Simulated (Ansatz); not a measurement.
Diatomic AlCo, multiplicity 3 (the spin of the measured ground state). No spin–orbit coupling. Co is treated without relativity.

Constants: fifth-degree fit in 1/R to seven points, most abundant isotopes. Runs in def2 and cc sets follow the lowest solution found near the PBE0 minimum.

The values were computed with Ansatz (a first-principles code) with Gaussian orbitals. Values without a source in brackets are computed.

Q: What bond length and harmonic frequency does B97M-V/def2-TZVPP give, and what D_e (from each atom's lowest state at the same level)?

A: r_e = 2.450 Å, ω_e = 277 cm⁻¹, D_e = 2.17 eV.

Q: What bond length and harmonic frequency does BHLYP/def2-TZVPP give, and what D_e (from each atom's lowest state at the same level)?

A: r_e = 2.511 Å, ω_e = 247 cm⁻¹, D_e = 0.93 eV.

Q: What bond length and harmonic frequency does wB97X-V/def2-TZVPP give, and what D_e (from each atom's lowest state at the same level)?

A: r_e = 2.446 Å, ω_e = 276 cm⁻¹, D_e = 1.82 eV.

Measured for the ground state: D_0 1.844 ± 0.002 eV [Morse and co-workers].
